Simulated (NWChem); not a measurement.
Molecule: C2H3ClO2Si; SMILES O=C1C[Si@@H](Cl)O1

```xyz
9

O      0.3749     2.7133    -0.5151
C      0.0880     1.6200    -0.1551
C     -1.2350     0.8400    -0.2274
Si    -0.2397    -0.4841     0.6377
Cl     0.2218    -2.1643    -0.4345
O      0.9439     0.7469     0.4725
H     -1.5552     0.6511    -1.2622
H     -2.0485     1.3462     0.3124
H     -0.4807    -0.8673     2.0446
```
Atoms are numbered in this order, from 1.

All runs: NWChem. Structure relaxed at the PBE0/def2-SVP level.

Task: Among these, which level gives the lowest value of “orbital gap (eV)”?
A) TPSSh/def2-TZVP
B) B3LYP/def2-TZVP
C) PBE/def2-TZVP
D) PW6B95/def2-TZVP

Result: C, PBE/def2-TZVP. Values: PBE/def2-TZVP 5.31; TPSSh/def2-TZVP 6.57; B3LYP/def2-TZVP 7.36; PW6B95/def2-TZVP 7.96
